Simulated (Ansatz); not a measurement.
Cr₃P₃⁻. Total charge -1; singlet. Geometry PBE0-D4/def2-SVP, that of the neutral doublet.

Cartesian coordinates in Å:
```
Cr 0.459 1.308 0.704
Cr -0.130 -1.189 1.269
Cr -1.015 -0.276 -1.058
P 1.026 0.745 -1.644
P 1.462 -0.903 -0.343
P -1.802 0.315 1.073
```

At PBE-D4/def2-TZVPD, r2SCAN-D4/def2-TZVPD the highest occupied level of the charge -1 singlet lies above zero (up to 0.72 eV). By energy differences it is unbound by 1.69 eV (vertical, against the charge 0 doublet, at PBE-D4/def2-TZVPD) and held by the finite basis. At PBE-D4/def2-TZVPD an occupied level lies above an empty one. The structure comes from a short search, and lower isomers may exist.

(1) Estimate the orbital energies around the gap (eV) in Ansatz with PBE-D4/def2-TZVPD, r2SCAN-D4/def2-TZVPD, PBE0-D4/def2-TZVPD.

Results:

(1) 
| orbital | PBE-D4/def2-TZVPD | r2SCAN-D4/def2-TZVPD | PBE0-D4/def2-TZVPD |
| --- | --- | --- | --- |
| HOMO−5 | -0.43 | -0.64 | -1.95 |
| HOMO−4 | -0.14 | -0.27 | -1.63 |
| HOMO−3 | -0.01 | -0.23 | -1.11 |
| HOMO−2 | 0.23 | 0.06 | -0.96 |
| HOMO−1 | 0.61 | 0.47 | -0.84 |
| HOMO | 0.72 | 0.60 | -0.64 |
| LUMO | 0.62 | 0.72 | 1.61 |
| LUMO+1 | 0.69 | 0.89 | 1.75 |
| LUMO+2 | 0.79 | 0.93 | 1.84 |
| LUMO+3 | 0.87 | 0.96 | 2.10 |
| LUMO+4 | 0.90 | 1.03 | 2.16 |
| LUMO+5 | 1.09 | 1.38 | 2.24 |
